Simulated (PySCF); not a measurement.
Compound: hydrogen diatomic, H2.
SMILES: `[H][H]`

Level of theory: MP2 and CCSD/aug-cc-pVTZ in PySCF, restricted Hartree–Fock reference, no orbital frozen, non-relativistic, gas phase, PBE0-D3(BJ)/def2-SVP geometry.

E(HF) = -1.13258 Eh.

Problem. How large is the problem?

Solution. 46 basis functions and 2 electrons; no orbitals frozen, which leaves o = 1 correlated occupied and v = 45 virtual orbitals. That is o·v = 45 singles and o·v(o·v + 1)/2 = 1035 distinct closed-shell doubles amplitudes before symmetry; the costliest CCSD step grows as o²v⁴ = 4.1 × 10^6.

Problem. What are the MP2 and CCSD correlation energies?

Solution. MP2 -0.0321 Eh and CCSD -0.0399 Eh, which gives totals of -1.16466 and -1.17243 Eh. That is 0.542 eV for each correlated electron at CCSD (105 kJ/mol in all, 3.399 % of the total energy); MP2 gives 80.5 % of the CCSD value.

Problem. What is the T1 diagnostic?

Solution. 0.0057, below the customary warning level of 0.02. It is the norm of the spatial-orbital singles amplitudes over the root of the number of correlated electrons, so the norm is 0.008.

With two correlated electrons CCSD is full configuration interaction in this basis.
